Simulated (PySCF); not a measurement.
C₄H₁₂O₄Si, charge +1, doublet, at a GFN2-xTB geometry (a state made from the parent by changing its charge; the spin is typed, not shown lowest); DF-HF/pcseg-1 in PySCF.

The PySCF input:
```python
from pyscf import gto, scf

mol = gto.M(
    atom='''
C    -0.116706   -2.242787   -1.651739
O    -0.102681   -0.884679   -1.351158
Si    0.000960   -0.000444   -0.000586
O    -0.638942    1.452848   -0.306087
C    -1.695809    1.935980   -1.071502
O    -0.777748   -0.797089    1.171520
C    -0.745073   -0.806141    2.562597
O     1.529156    0.224391    0.479747
C     2.548875    1.116982    0.165966
H    -0.545754   -2.834316   -0.843363
H     0.902139   -2.585576   -1.868711
H    -0.700107   -2.371217   -2.570587
H    -1.452188    2.965517   -1.356640
H    -2.607337    1.977752   -0.463394
H    -1.867543    1.326179   -1.958175
H     0.248344   -0.576683    2.947317
H    -1.474361   -0.088411    2.956837
H    -1.062707   -1.801419    2.892949
H     3.180563    0.695770   -0.625347
H     2.160172    2.087032   -0.142859
H     3.179340    1.223627    1.056063
''',
    basis='pcseg-1',
    charge=1,
    spin=1,
    verbose=4,
)

mf = scf.UHF(mol)
mf.diis = False
mf.damp = 0.3
mf.diis_start_cycle = 200
mf.max_cycle = 150
mf = mf.density_fit(auxbasis='def2-universal-jkfit')
mf.kernel()
```

The log (banner, timings and long lists left out):

```
PySCF version 2.14.0

[INPUT] verbose = 4
[INPUT] num. atoms = 21
[INPUT] num. electrons = 81
[INPUT] charge = 1
[INPUT] spin (= nelec alpha-beta = 2S) = 1
[INPUT] symmetry False subgroup None
[INPUT] Mole.unit = angstrom
[INPUT] Symbol           X                Y                Z      unit          X                Y                Z       unit  Magmom
[...]
nuclear repulsion = 627.830011325373
number of shells = 51
number of NR pGTOs = 328
number of NR cGTOs = 190
basis = pcseg-1
ecp = {}

******** <class 'pyscf.df.df_jk.DFUHF'> ********
method = DFUHF
initial guess = minao
damping factor = 0.3
level_shift factor = 0
DIIS disabled
SCF conv_tol = 1e-09
SCF conv_tol_grad = None
SCF max_cycles = 150
direct_scf = False
number electrons alpha = 41  beta = 40
Set gradient conv threshold to 3.16228e-05
******** <class 'pyscf.df.df.DF'> ********
auxbasis = def2-universal-jkfit
init E= -748.381396432131

cycle= 1 E= -746.248241697783  delta_E= 2.13  |g|= 0.601  |ddm|= 3.01
cycle= 2 E= -746.43132304151  delta_E= -0.183  |g|= 0.197  |ddm|= 0.488
cycle= 3 E= -746.456674071738  delta_E= -0.0254  |g|= 0.0927  |ddm|= 0.189
cycle= 4 E= -746.465582784561  delta_E= -0.00891  |g|= 0.0607  |ddm|= 0.0957
cycle= 5 E= -746.470210614303  delta_E= -0.00463  |g|= 0.0441  |ddm|= 0.0649
cycle= 6 E= -746.472959036645  delta_E= -0.00275  |g|= 0.0341  |ddm|= 0.0482
cycle= 7 E= -746.474654015972  delta_E= -0.00169  |g|= 0.0268  |ddm|= 0.0374
cycle= 8 E= -746.475703399529  delta_E= -0.00105  |g|= 0.0211  |ddm|= 0.0295
cycle= 9 E= -746.476350175155  delta_E= -0.000647  |g|= 0.0165  |ddm|= 0.0233
cycle= 10 E= -746.4767470106  delta_E= -0.000397  |g|= 0.013  |ddm|= 0.0184
cycle= 11 E= -746.476990014646  delta_E= -0.000243  |g|= 0.0102  |ddm|= 0.0145
cycle= 12 E= -746.477139001928  delta_E= -0.000149  |g|= 0.00801  |ddm|= 0.0114
cycle= 13 E= -746.477230760363  delta_E= -9.18e-05  |g|= 0.00631  |ddm|= 0.00905
cycle= 14 E= -746.477287716313  delta_E= -5.7e-05  |g|= 0.00499  |ddm|= 0.00717
cycle= 15 E= -746.477323467622  delta_E= -3.58e-05  |g|= 0.00396  |ddm|= 0.00571
cycle= 16 E= -746.477346240351  delta_E= -2.28e-05  |g|= 0.00317  |ddm|= 0.00458
cycle= 17 E= -746.477361012755  delta_E= -1.48e-05  |g|= 0.00256  |ddm|= 0.0037
cycle= 18 E= -746.477370805528  delta_E= -9.79e-06  |g|= 0.00208  |ddm|= 0.00301
cycle= 19 E= -746.477377460127  delta_E= -6.65e-06  |g|= 0.00171  |ddm|= 0.00249
cycle= 20 E= -746.477382106566  delta_E= -4.65e-06  |g|= 0.00143  |ddm|= 0.00208
[...]
cycle= 122 E= -746.491875585326  delta_E= -4.91e-06  |g|= 0.00159  |ddm|= 0.0018
cycle= 123 E= -746.491880249037  delta_E= -4.66e-06  |g|= 0.00155  |ddm|= 0.00176
cycle= 124 E= -746.49188467654  delta_E= -4.43e-06  |g|= 0.00151  |ddm|= 0.00171
cycle= 125 E= -746.491888879975  delta_E= -4.2e-06  |g|= 0.00147  |ddm|= 0.00167
cycle= 126 E= -746.491892870818  delta_E= -3.99e-06  |g|= 0.00143  |ddm|= 0.00162
cycle= 127 E= -746.491896659918  delta_E= -3.79e-06  |g|= 0.00139  |ddm|= 0.00158
cycle= 128 E= -746.491900257536  delta_E= -3.6e-06  |g|= 0.00136  |ddm|= 0.00154
cycle= 129 E= -746.491903673385  delta_E= -3.42e-06  |g|= 0.00132  |ddm|= 0.0015
cycle= 130 E= -746.491906916693  delta_E= -3.24e-06  |g|= 0.00129  |ddm|= 0.00146
cycle= 131 E= -746.491909996165  delta_E= -3.08e-06  |g|= 0.00126  |ddm|= 0.00142
cycle= 132 E= -746.491912920111  delta_E= -2.92e-06  |g|= 0.00122  |ddm|= 0.00139
cycle= 133 E= -746.491915696382  delta_E= -2.78e-06  |g|= 0.00119  |ddm|= 0.00135
cycle= 134 E= -746.491918332447  delta_E= -2.64e-06  |g|= 0.00116  |ddm|= 0.00132
cycle= 135 E= -746.491920835386  delta_E= -2.5e-06  |g|= 0.00113  |ddm|= 0.00128
cycle= 136 E= -746.491923211917  delta_E= -2.38e-06  |g|= 0.0011  |ddm|= 0.00125
cycle= 137 E= -746.491925468432  delta_E= -2.26e-06  |g|= 0.00108  |ddm|= 0.00122
cycle= 138 E= -746.491927610998  delta_E= -2.14e-06  |g|= 0.00105  |ddm|= 0.00119
cycle= 139 E= -746.491929645355  delta_E= -2.03e-06  |g|= 0.00102  |ddm|= 0.00116
cycle= 140 E= -746.491931576954  delta_E= -1.93e-06  |g|= 0.000995  |ddm|= 0.00113
cycle= 141 E= -746.491933411008  delta_E= -1.83e-06  |g|= 0.00097  |ddm|= 0.0011
cycle= 142 E= -746.491935152452  delta_E= -1.74e-06  |g|= 0.000945  |ddm|= 0.00107
cycle= 143 E= -746.491936805935  delta_E= -1.65e-06  |g|= 0.000921  |ddm|= 0.00104
cycle= 144 E= -746.491938375922  delta_E= -1.57e-06  |g|= 0.000897  |ddm|= 0.00102
cycle= 145 E= -746.491939866613  delta_E= -1.49e-06  |g|= 0.000874  |ddm|= 0.000991
cycle= 146 E= -746.491941282013  delta_E= -1.42e-06  |g|= 0.000852  |ddm|= 0.000966
cycle= 147 E= -746.491942625953  delta_E= -1.34e-06  |g|= 0.00083  |ddm|= 0.000941
cycle= 148 E= -746.491943902009  delta_E= -1.28e-06  |g|= 0.000809  |ddm|= 0.000917
cycle= 149 E= -746.491945113637  delta_E= -1.21e-06  |g|= 0.000788  |ddm|= 0.000893
cycle= 150 E= -746.491946264062  delta_E= -1.15e-06  |g|= 0.000768  |ddm|= 0.00087
SCF not converged.
SCF energy = -746.491946264062 after 150 cycles  <S^2> = 0.76228218  2S+1 = 2.0122447
```

Convergence was not reached.
